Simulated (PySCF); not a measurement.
# Computed properties of C4H8OSi, SMILES C[SiH]1CC(=O)C1

C4H8OSi, SMILES C1C(=O)C[SiH]1C. Coordinates come from a B3LYP-D3(BJ)/def2-SVP optimisation. This is a generated structure with no PubChem entry under its InChIKey; it may be hypothetical. The values are those of a single conformer. All values are computed for the isolated molecule unless a solvent is named; none is compared with measurement here.

**Structure.** The optimised structure has Cs symmetry. All 36 harmonic modes at B3LYP-D3(BJ)/def2-SVP (PySCF) are real, so it is a minimum. With heavy atoms numbered as in [CH3:1][SiH:2]1[CH2:3][C:4](=[O:5])[CH2:6]1, the shortest bond between them is C4–O5 at 1.204 Å and the longest Si2–C6 at 1.917 Å.

**Vibrations.** The strongest infrared lines (harmonic, unscaled, degenerate partners summed) lie at 1857 cm⁻¹ (300 km/mol, C 63 %, O 36 %), 914 cm⁻¹ (129 km/mol, H 69 %, C 18 %, Si 12 %), 2234 cm⁻¹ (117 km/mol, H 97 %). The softest mode is at 82 cm⁻¹ and the zero-point energy is 67.6 kcal/mol.

**Electronic structure.** PBE0/def2-TZVP (PySCF) places the frontier levels at -6.97 and -0.57 eV, a gap of 6.40 eV, and gives a dipole moment of 3.98 D and a mean polarisability of 74.2 bohr³. PBE/def2-TZVP (PySCF) at the same geometry gives -5.50 and -1.66 eV, so its gap is 2.56 eV narrower. An orbital gap is neither the optical nor the fundamental gap.

**Excitations.** TDDFT-B3LYP/def2-SVPD (PySCF) has S1 at 4.22 eV (293 nm, f = 0.000, dark); the most intense of the 10 singlets computed lies at 6.92 eV (f = 0.12). T1 (TDA) is at 3.74 eV. TDDFT-PBE/def2-SVPD (PySCF) puts S1 at 4.03 eV. No vertical singlet excitation falls in the visible range (under 3.1 eV).

**NMR.** GIAO shifts at HF/pcSseg-1 (PySCF) (non-relativistic, atoms alike by connectivity averaged): ¹³C from -0.6 to 206.3 ppm against TMS; ¹H from 0.8 to 4.4 ppm against TMS; ²⁹Si at -35.1 ppm against TMS.
